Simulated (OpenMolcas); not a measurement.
A calculation on Ru²⁺.

```yaml
Program: OpenMolcas
Method: "MS-CASPT2, IPEA 0.25 Eh, imaginary shift 0.1 Eh (closed shells correlated: 4s 4p)"
Basis: ANO-RCC-VTZP [7s6p4d2f1g]
Scalar_Hamiltonian: DKH2, point nucleus
Active_space: 6 electrons in 6 orbitals (4d 5s)
State_averaging: 2S+1 = 5 even, 30 roots; 2S+1 = 7 even, 1 root kept (CI in the orbitals of an earlier block); 2S+1 = 3 even, 127 roots kept (CI in the orbitals of an earlier block, 107 in the spin-orbit step); 2S+1 = 1 even, 102 roots kept (CI in the orbitals of an earlier block, 62 in the spin-orbit step)
Spin-orbit_coupling: RASSI with atomic mean-field integrals over the reference wave functions, term energies averaged over their components
```

**Question.** Which level of the active space comes out lowest?

**Answer.** 4d⁶ ⁵D₄, with 98 % of that term; it is also the measured ground level.

**Question.** How high does 4d⁶ ³F₃(1) lie?

**Answer.** 17580 cm⁻¹ above the lowest level.

**Question.** How high does 4d⁶ ³G₅ lie?

**Answer.** 19590 cm⁻¹ above the lowest level.

**Question.** How high does 4d⁶ ³H₅ lie?

**Answer.** 16380 cm⁻¹ above the lowest level.

**Question.** The level at 15900 cm⁻¹ has J = 4. What is it made of, and what is its g factor?

**Answer.** 37 % 4d⁶ ³H₄, 34 % 4d⁶ ³F(1), 20 % 4d⁶ ³G; g = 1.026, against 0.800 from Landé's formula for the pure leading term.

Measured values: Moore, Atomic Energy Levels, vol. III, NSRDS-NBS 35 (1971 reprint of NBS Circular 467, 1958).

CASPT2 does not keep the components of a term degenerate, so their means are used; among the terms shown or strongly mixed into the levels shown the widest spread is 110 cm-1 (4d⁶ ³F(1)). Blocks of more than 70 roots (2S+1 = 3 even) ran without multistate coupling. Some high roots are left out of the spin-orbit mixing, which shifts the levels that they would mix with. Terms from blocks run as CI alone lack orbitals of their own. Computed and measured levels are paired by configuration, term and J; levels that our copy of the source lacks, or whose pairing is in doubt (as where it misses far off the trend of its configuration), stay unpaired and out of the deviations. Levels of configurations outside the active space are missing.

A number in round brackets counts repeated terms of one configuration in the order of the reference energies.
